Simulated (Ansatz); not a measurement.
Start from `C=N[SiH2]O[SiH3]` and change one atom or group to get `C=N[SiH2][TeH]`.

Ansatz, PBE0-D4/def2-TZVP geometries, multiplicity 1. Each molecule was computed in one conformer, which needn't be the lowest.

Elements past krypton have def2 core potentials.

| property | `C=N[SiH2]O[SiH3]` |
| --- | --- |
| size of the dipole moment (ωB97M-V/def2-TZVPP) / D | 1.46 |
| HOMO energy (ωB97M-V/def2-TZVPP) / eV | -9.67 |
| size of the dipole moment (PBE/def2-TZVPP) / D | 1.29 |
| HOMO–LUMO gap (PBE/def2-TZVPP) / eV | 3.76 |
| size of the dipole moment (B3LYP/def2-TZVPP) / D | 1.39 |
| HOMO–LUMO gap (B3LYP/def2-TZVPP) / eV | 5.82 |

Task: What does the change do to each property? (Best estimate.)

Result: Ansatz gave: 
```tsv
property	`C=N[SiH2][TeH]`	shift
size of the dipole moment (ωB97M-V/def2-TZVPP) / D	1.24	-0.22
HOMO energy (ωB97M-V/def2-TZVPP) / eV	-8.70	0.97
size of the dipole moment (PBE/def2-TZVPP) / D	1.15	-0.14
HOMO–LUMO gap (PBE/def2-TZVPP) / eV	3.31	-0.45
size of the dipole moment (B3LYP/def2-TZVPP) / D	1.20	-0.19
HOMO–LUMO gap (B3LYP/def2-TZVPP) / eV	5.00	-0.82
```

With PBE0 the HOMO rises by 0.69 eV and the LUMO falls by 0.12 eV, so the gap narrows by about 0.81 eV. PBE moves the HOMO by 0.33 eV and ωB97M-V by 0.97 eV. Dipoles are sizes alone; their direction can turn.

B3LYP here is the variant with VWN-RPA as its local correlation; programs differ in this.

Spin–orbit coupling is left out; it splits and shifts lone-pair levels of the heavy atoms by tenths of an eV.
